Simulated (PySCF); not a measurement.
Molecule: SMILES C[Si](Cl)(Cl)[Si](C)(Cl)Cl, C$_{2}$H$_{6}$Cl$_{4}$Si$_{2}$.

Geometry:
```csv
atom,x (Å),y (Å),z (Å)
C1,0.724,2.031,0.946
Si2,-0.131,1.161,-0.455
Cl3,0.167,2.220,-2.201
Cl4,-2.169,1.059,-0.069
Si5,0.583,-1.036,-0.785
C6,-0.072,-2.244,0.466
Cl7,2.657,-0.995,-0.683
Cl8,0.017,-1.633,-2.678
H9,0.528,1.510,1.895
H10,1.809,2.041,0.764
H11,0.365,3.068,1.031
H12,0.306,-1.996,1.470
H13,-1.172,-2.200,0.479
H14,0.242,-3.267,0.212
```

Geometry PBE0-D3(BJ)/def2-SVP throughout; GIAO in PySCF 2.14, gas phase, one conformer, non-relativistic; equivalent atoms averaged; basis pcSseg-1.

For orientation, B97-D gives these absolute shieldings σ: C1/C6 171.3, Si2/Si5 307.1, Cl3/Cl4/Cl7/Cl8 857.8, H9/H10/H11/H12/H13/H14 30.62 ppm.

A run gave: C1/C6 177.1, Si2/Si5 311.3, Cl3/Cl4/Cl7/Cl8 877.3, H9/H10/H11/H12/H13/H14 30.48 ppm (absolute shieldings σ).

Q: Which functional was used in that run?
A. KT2
B. WP04
C. PBE0
D. B97-2

A: C. Si2/Si5 tells them apart best: PBE0 gives 311.3, B97-2 gives 318.3, KT2 gives 321.1, WP04 gives 297.3 ppm.
